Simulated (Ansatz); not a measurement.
Consider the ligand exchange at the Si–C bond: `C#C[SiH]1CS1` + PH₃ → `P[SiH]1CS1` + acetylene.

Gas-phase electronic energies from Ansatz, PBE0-D4/def2-TZVP geometries. CBS: MP2 limit from def2 TZ/QZ plus the TZ coupled-cluster correction, frozen cores. This one scheme is used for every species. DFT in def2-TZVPP. One conformer a species, not always the lowest.

`C#C[SiH]1CS1`:

```xyz
9

C     0.304    1.791    1.880
C    -0.030    1.129    0.929
Si   -0.558    0.151   -0.496
C     0.218   -1.484   -0.797
S     0.788   -0.215   -2.041
H     0.605    2.375    2.721
H    -1.981    0.370   -0.813
H     1.014   -1.827   -0.143
H    -0.361   -2.289   -1.240
```

PH₃:

```xyz
4

P     0.407   -0.251   -0.330
H    -0.834   -0.870   -0.027
H    -0.204    0.987   -0.662
H     0.632    0.134    1.018
```

`P[SiH]1CS1`:

```xyz
9

P     1.318    1.639   -0.084
Si   -0.524    0.373   -0.188
C    -0.615   -1.180    0.797
S    -0.557   -1.539   -1.031
H     1.246    1.997   -1.458
H     2.170    0.530   -0.322
H    -1.751    1.194   -0.305
H     0.263   -1.536    1.328
H    -1.550   -1.478    1.262
```

`C#C`:

Cartesian coordinates in Å:
```
C 0.071 0.199 0.560
C -0.071 -0.199 -0.560
H 0.197 0.554 1.556
H -0.197 -0.554 -1.556
```

Q: Is it downhill or uphill in electronic energy at CCSD(T)/CBS, and by how much? (Best estimate.)

A: The calculation gave: Uphill: ΔE = +0.12 eV.

Q: What do these levels give: r2SCANh-D4, BLYP, r2SCAN, HF/def2-SVP, HF/def2-QZVPP, MP2/def2-QZVPP? (Estimate.)

A: Computed: r2SCANh-D4 0.12, BLYP 0.19, r2SCAN 0.13, HF/def2-SVP 0.27, HF/def2-QZVPP 0.25, MP2/def2-QZVPP 0.15 eV.

Largest T1 diagnostic among the species: 0.013.

Leaving LDA and LC-ωPBE aside and taking each functional with its dispersion term where it has one, the values, not all of them listed here, spread over 0.12 eV, from PBE-D4 to B2PLYP. At CCSD(T), def2-SVP lies +0.07 eV from the extrapolated value and def2-TZVPP +0.04 eV.
